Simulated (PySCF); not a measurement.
# Dipole response of In²⁺ (indium, charge +2)

[Kr] 4d9 5s2, 2D determinant (an excited configuration). All numbers are calculated (PySCF 2.14, scalar relativity by spin-free X2C-1e, in aug-cc-pVQZ-DK3 (9s8p6d3f2g, 102 functions)). Coupled (time-dependent) response in atomic units; α is the mean over directions.

```
method  mean α (bohr³)         α xx, yy, zz  C₆ (like pair)  S(−4)
  PBE0           16.84  17.07, 17.07, 16.38           95.38  114.3
```

S(−4) is the Cauchy moment in α(ω) = α(0) + S(−4) ω² + …

Spin-orbit coupling is absent.

α(iu) at PBE0:

```json
{"u (hartree)": "0", "α(iu) (bohr³)": "16.84"}
{"u (hartree)": "0.0500", "α(iu) (bohr³)": "16.56"}
{"u (hartree)": "0.100", "α(iu) (bohr³)": "15.78"}
{"u (hartree)": "0.200", "α(iu) (bohr³)": "13.37"}
{"u (hartree)": "0.300", "α(iu) (bohr³)": "10.83"}
{"u (hartree)": "0.500", "α(iu) (bohr³)": "7.160"}
{"u (hartree)": "0.750", "α(iu) (bohr³)": "4.758"}
{"u (hartree)": "1.00", "α(iu) (bohr³)": "3.492"}
{"u (hartree)": "1.50", "α(iu) (bohr³)": "2.211"}
{"u (hartree)": "2.00", "α(iu) (bohr³)": "1.558"}
{"u (hartree)": "3.00", "α(iu) (bohr³)": "0.8941"}
{"u (hartree)": "5.00", "α(iu) (bohr³)": "0.3958"}
```

A single London oscillator, α(iu) = α/(1 + u²/ω²), gives C₆ = (3/4) ω α². Matching the computed C₆ needs ω = 4 × 95.38 / (3 × 16.84²) = 0.448 hartree.

For an ion, C₆ is the dispersion term alone; charge-induced terms of lower order in 1/R come first.

The components differ because the open shell of this determinant is not spherical; for a pure term their mean is the scalar polarisability.
